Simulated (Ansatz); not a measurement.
Geometry optimisation, RKS r2SCAN-D4/def2-SVP (Ansatz).

The input (input.yaml):

```yaml
crystal:
  periodic: [false, false, false]
  atoms:
    - { symbol: Si, position_ang: [-0.6936, 0.2625, -0.6458] }
    - { symbol: C, position_ang: [1.3989, -0.1133, -1.1049] }
    - { symbol: H, position_ang: [-0.9748, -0.5473, -1.8729] }
    - { symbol: H, position_ang: [-1.3766, 1.502, -1.0277] }
    - { symbol: C, position_ang: [-1.4865, -0.8553, 0.6738] }
    - { symbol: H, position_ang: [0.7862, 0.6546, 1.4475] }
    - { symbol: O, position_ang: [0.0887, 1.5049, 0.8135] }
    - { symbol: H, position_ang: [1.2781, -0.3786, 0.2587] }
    - { symbol: F, position_ang: [1.4102, -0.375, 1.4586] }
    - { symbol: H, position_ang: [1.4403, -1.0565, -1.639] }
    - { symbol: H, position_ang: [1.2638, 0.6729, -1.8428] }
    - { symbol: H, position_ang: [2.4082, 0.1204, -0.7399] }
    - { symbol: H, position_ang: [-0.8346, -1.6648, 0.9853] }
    - { symbol: H, position_ang: [-1.7839, -0.3152, 1.5664] }
    - { symbol: H, position_ang: [-2.379, -1.3084, 0.2597] }
    - { symbol: H, position_ang: [-0.5452, 1.8972, 1.4096] }
basis:
  gaussian: { orbitals: def2-SVP }
hamiltonian:
  xc: r2scan
  dispersion: d4
relax:
  f_tol: 0.15
  max_steps: 25
  restrain:
    - { distance: [0, 6], at: 1.77, k: 30.0 }
    - { distance: [5, 8], at: 0.88, k: 30.0 }
    - { distance: [7, 1], at: 1.07, k: 30.0 }
    - { distance: [0, 1], at: 3.17, k: 30.0 }
    - { distance: [5, 6], at: 2.27, k: 30.0 }
    - { distance: [7, 8], at: 2.18, k: 30.0 }
```

Run as:

```bash
$ ansatz run input.yaml --threads 4 --pin off --max-ram 5120MiB --backend cpu --events-out ev --progress --plain --runs-dir out
```

**Question.** Where does it end, and by what steps?

**Answer.** The run converged. The restraints hold the end off the free minimum; the threshold counts their pulls, which the force column leaves out. Restrained pairs: Si1–O7 (2.07 → 1.73 Å), H6–F9 (1.20 → 0.91 Å), C2–H8 (1.39 → 1.08 Å), Si1–C2 (2.17 → 3.19 Å), H6–O7 (1.27 → 2.26 Å), H8–F9 (1.21 → 2.18 Å). After 20 steps the energy has fallen by 2.638 eV (the restraints' own energy left out); H4 moved furthest, 1.31 Å.

```csv
step,energy less start (eV),largest force component (eV/Å),accepted
0,0.0000,1.999,yes
1,0.3121,3.135,yes
2,0.4254,4.326,yes
3,-0.2951,3.248,yes
4,-1.2077,1.906,yes
5,-1.8708,1.054,yes
6,-2.2186,0.867,yes
7,-2.3988,0.948,yes
8,-2.4685,0.889,yes
9,-2.5032,0.848,yes
10,-2.5498,1.471,yes
11,-2.5646,1.162,yes
12,-2.5597,1.412,no
13,-2.5893,1.061,yes
14,-2.6092,0.815,yes
15,-2.6170,1.149,yes
16,-2.6230,1.125,no
17,-2.6265,1.045,yes
18,-2.6333,0.987,yes
19,-2.6364,0.883,no
20,-2.6383,1.076,yes
```

```xyz
16
Properties=species:S:1:pos:R:3
Si -1.233 0.647 -0.434
C 1.721 -0.406 -0.996
H -0.820 0.448 -1.845
H -2.547 1.368 -0.447
C -1.407 -0.942 0.525
H 1.006 0.422 1.869
O -0.112 1.694 0.376
H 1.584 -0.455 0.079
F 1.278 -0.367 2.240
H 1.035 -1.094 -1.508
H 1.565 0.619 -1.350
H 2.754 -0.708 -1.226
H -0.435 -1.364 0.816
H -1.975 -0.757 1.450
H -1.959 -1.690 -0.069
H -0.456 2.584 0.520
```

The run took 94 s on 4 threads of Arm Neoverse N1, with other jobs on the host, peak memory 0.2 GiB.
